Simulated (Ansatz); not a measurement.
Geometry optimisation, UKS PBE/def2-SVP (Ansatz).

Input file:

```yaml
crystal:
  periodic: [false, false, false]
  atoms:
    - { symbol: Sn, position_ang: [0.016818, -0.032795, -0.052202] }
    - { symbol: Cl, position_ang: [-0.036901, -0.070401, 2.345709] }
    - { symbol: O, position_ang: [1.837845, 0.026086, -0.84677] }
    - { symbol: H, position_ang: [2.231354, -0.867861, -0.777374] }
    - { symbol: Cl, position_ang: [-1.063157, 1.929357, -0.73498] }
    - { symbol: O, position_ang: [-0.87176, -1.717445, -0.643943] }
    - { symbol: H, position_ang: [-1.519519, -1.993011, 0.035027] }
    - { symbol: Cl, position_ang: [-0.01788, 0.076171, 5.577033] }
magnetization:
  spin_polarized: true
  initial_magnetization: 1
basis:
  gaussian: { orbitals: def2-SVP }
hamiltonian:
  xc: pbe
relax:
  f_tol: 0.03
  max_steps: 50
```

Command:

```bash
$ ansatz run input.yaml --threads 4 --pin off --max-ram 5120MiB --backend cpu --events-out ev --progress --plain --runs-dir out
```

Q: Where does it end, and by what steps?

A: The run converged. After 33 steps the energy has fallen by 0.649 eV; Cl8 moved furthest, 2.89 Å. Joined: Sn1–Cl8 (5.63 → 2.59 Å).

| step | energy less start (eV) | largest force component (eV/Å) | accepted |
| --- | --- | --- | --- |
| 0 | 0.0000 | 0.315 | yes |
| 2 | -0.0305 | 0.283 | yes |
| 4 | -0.0951 | 0.148 | yes |
| 6 | -0.1386 | 0.368 | yes |
| 8 | -0.1809 | 0.404 | yes |
| 10 | -0.2159 | 0.118 | yes |
| 12 | -0.2464 | 0.056 | yes |
| 14 | -0.2712 | 0.088 | yes |
| 16 | -0.3257 | 0.159 | yes |
| 18 | -0.4228 | 0.546 | yes |
| 20 | -0.4777 | 0.263 | yes |
| 22 | -0.5297 | 0.697 | yes |
| 24 | -0.5332 | 1.823 | no |
| 26 | -0.6190 | 0.276 | yes |
| 28 | -0.6278 | 0.412 | no |
| 30 | -0.6473 | 0.039 | yes |
| 32 | -0.6479 | 0.069 | no |
| 33 | -0.6486 | 0.011 | yes |

```xyz
8
Properties=species:S:1:pos:R:3
Sn 0.021 -0.141 0.721
Cl -0.395 -1.470 2.820
O 1.900 0.070 0.101
H 1.982 -0.498 -0.695
Cl -1.620 1.502 0.263
O -0.552 -1.638 -0.495
H -1.484 -1.480 -0.752
Cl 0.726 1.006 2.939
```

Run time: 110 s on 4 threads of Arm Neoverse V1 (shared host), peak memory 0.3 GiB.
